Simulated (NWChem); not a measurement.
Molecule: diarsenic (As₂); SMILES [As]#[As]

Computed with NWChem. Coordinates come from a B3LYP/6-31G* (spherical d) optimisation. Total energies compare along this basis series because the functional is fixed.

```csv
level,basis functions,energy (Ha),highest occupied level (eV),orbital gap (eV),relative time
TPSS/cc-pVDZ,54,-4471.6151,-6.51,3.20,1
TPSS/aug-cc-pVDZ,72,-4471.6179,-6.62,3.17,2
TPSS/cc-pVTZ,86,-4471.7515,-6.60,3.17,4
TPSS/aug-cc-pVTZ,118,-4471.7521,-6.62,3.16,7
TPSS/cc-pVQZ,136,-4471.7570,-6.60,3.16,10
```

Relative times are rough (shared machine, one core).
